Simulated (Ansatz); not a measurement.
C2H7AlSi can be A, `[AlH2][CH]1C[SiH2]1`, or B, `[CH2]1[AlH][CH2][SiH2]1`.

Calculated with Ansatz (gas phase, PBE0-D4/def2-TZVP geometries, no zero-point term in ΔE). CCSD(T)/CBS is the MP2 limit (def2-TZVPP, def2-QZVPP) plus CCSD(T) − MP2 in def2-TZVPP, frozen cores. Functionals use def2-TZVPP. B3LYP here is the variant with VWN-RPA as its local correlation; programs differ in this.

A:

```xyz
11

Al   -0.045   -1.650    0.920
C    -0.560    0.134    0.466
C     0.350    1.352    0.277
Si    0.067    0.431   -1.291
H     1.499   -2.003    1.058
H    -1.172   -2.762    1.036
H    -1.623    0.364    0.535
H     1.334    1.304    0.734
H    -0.121    2.323    0.389
H    -0.871    0.947   -2.307
H     1.143   -0.439   -1.816
```

B:

Z-matrix (Å, degrees):
```
Si
Al 1 2.614
C 1 1.890 2 48.6
C 1 1.890 2 48.6 3 -161.2
H 1 1.491 2 110.7 3 99.4
H 1 1.491 2 140.7 3 -80.6
H 2 1.588 1 168.0 3 -99.4
H 3 1.090 1 118.5 2 125.2
H 3 1.098 1 110.7 2 -109.9
H 4 1.098 1 110.7 2 109.8
H 4 1.090 1 118.6 2 -125.3
```

(1) Which isomer does CCSD(T)/CBS put lower? Give the gap. (Estimate.)

(2) Give E(B) − E(A) in kJ/mol with PBE0-D4, HF/def2-TZVPP, CCSD(T)/def2-TZVPP, MP2/def2-TZVPP, BLYP-D4, CCSD(T)/def2-SVP, B3LYP-D4. (Estimate.)

(3) Does the order hold for the free energy at 298.15 K (harmonic terms from PBE0-D4)? (An estimate is asked.)

Largest T1 diagnostic: 0.011.

Results:

(1) Computed: B, by 122.3 kJ/mol.

(2) Computed: PBE0-D4 -123.3, HF/def2-TZVPP -123.7, CCSD(T)/def2-TZVPP -120.6, MP2/def2-TZVPP -122.5, BLYP-D4 -113.9, CCSD(T)/def2-SVP -104.6, B3LYP-D4 -119.6. None reverses the order clearly.

(3) Computed: Yes: G(B) − G(A) = -116.8 kJ/mol.

From BLYP to BHLYP (50 % exact exchange), in def2-TZVPP and without D4, E(B) − E(A) moves by −12.7 kJ/mol. At CCSD(T), def2-SVP lies +17.7 kJ/mol from the extrapolated value and def2-TZVPP +1.7 kJ/mol.
